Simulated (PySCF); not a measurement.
## Sc⁺: interval between two levels

Sc⁺ [Ar] 3d1 4s1 [3D3, M_J = 3] → Sc⁺ [Ar] 3d1 4p1 [3F4, M_J = 4], as a difference of total energies. Calculation: PySCF 2.14, in x2c-TZVPall-2c (6s7p4d1f, 54 functions); the two-component X2C-1e Hamiltonian. Correlated levels: [Ne] frozen. "Screened" scales the spin-orbit matrix elements by Boettger's factors to mimic the two-electron term; Breit and QED terms are absent.

```csv
method,interval between two levels (cm⁻¹),error (cm⁻¹)
GHF (spin-free),25846,-1817
GMP2 (spin-free),27466,-197
GHF (screened spin-orbit),25943,-1721
GMP2 (screened spin-orbit),27574,-90
```

Reference: 27664 cm⁻¹ (measured; NIST Handbook of Basic Atomic Spectroscopic Data (Sansonetti and Martin, J. Phys. Chem. Ref. Data 34, 1559 (2005))).

Errors of the correlated levels include the incompleteness of this basis and the frozen core.

The labels give the starting determinants; with spin-orbit coupling the two ends relaxed to ⟨J²⟩ = 12.01, ⟨L²⟩ = 6.01, ⟨S²⟩ = 2.00 and ⟨J²⟩ = 20.00, ⟨L²⟩ = 12.00, ⟨S²⟩ = 2.00.
